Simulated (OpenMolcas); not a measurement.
# Cu3+: moving or changing the point charges

Cu3+ among 6 point charges of -2.2 e arranged as a trigonal prism (D3h), 1.91 Å from the ion, with a polar angle of 51.1° against the regular 49.1°.

```
Program             : OpenMolcas
Method              : SS-CASPT2, IPEA 0.25 Eh, imaginary shift 0.1 Eh (closed shells correlated: 3s 3p)
Basis               : ANO-RCC-VDZP [5s4p2d1f]
Scalar Hamiltonian  : DKH2, point nucleus
Active space        : 8 electrons in 5 orbitals (3d)
State averaging     : 2S+1 = 3 even, 10 roots; 2S+1 = 1 even, 15 roots
Spin-orbit coupling : RASSI with atomic mean-field integrals over the reference wave functions
```

Runs around this geometry, states (labels of D3, the rotations of D3h). Energies in cm-1 above the lowest state or level, χT in cm3 K/mol.

```json
{"R (Å)": "1.91", "q (e)": "-2.2", "Polar angle / regular": "0.96", "Ground state": "3A2", "First state of that spin": "3E 2540", "First gap with spin-orbit (degeneracies)": "250 (1, 2)", "χT at 300 K": "2.392", "First state of another spin": "1E 16570"}
{"R (Å)": "1.91", "q (e)": "-1.76", "Polar angle / regular": "1.04", "Ground state": "3A2", "First state of that spin": "3E 1350", "First gap with spin-orbit (degeneracies)": "260 (1, 2)", "χT at 300 K": "2.884", "First state of another spin": "1E 16100"}
{"R (Å)": "1.91", "q (e)": "-2.2", "Polar angle / regular": "1.04", "Ground state": "3A2", "First state of that spin": "3E 1890", "First gap with spin-orbit (degeneracies)": "260 (1, 2)", "χT at 300 K": "2.642", "First state of another spin": "1E 16420"}
{"R (Å)": "2.13", "q (e)": "-2.2", "Polar angle / regular": "1.04", "Ground state": "3A2", "First state of that spin": "3E 960", "First gap with spin-orbit (degeneracies)": "240 (1, 2)", "χT at 300 K": "3.081", "First state of another spin": "1E 15810"}
```

Taking the first state of the same spin as R^-n, n = -ln(960 / 1890) / ln(2.13 / 1.91) = 6.2 between the shortest and longest distance.

Scaling the charges by -1.76 / -2.2 = 0.80 scales the first state of the same spin by 1350 / 1890 = 0.71; with fixed orbitals a first-order splitting would follow the charge.

Roots that are degenerate in the reference are averaged as groups; the widest CASPT2 spread within a group is 63 cm-1 (the 2-fold group of multiplicity 3 near 6220 cm-1 above the lowest state of its run, R = 1.91, q = -2.2, ratio = 1.04). Shifts and gaps below about the spread of the groups concerned are not significant. Free-ion shares, where given, are those of the reference states; single-state CASPT2 does not remix them. The ground term spreads over less than 5000 cm-1, several times less than with real ligands, so orbital moments are less quenched and χT lies further from the spin-only value than at real sites (holds for R = 1.91, q = -1.76, ratio = 1.04; R = 2.13, q = -2.2, ratio = 1.04). Spin-orbit coupling mixes the spin-free states strongly: the lowest level takes only 70 % from its leading state, 3A2 (holds for R = 2.13, q = -2.2, ratio = 1.04). This is an electrostatic model: the charges have no orbitals. No measured value stands beside these numbers.
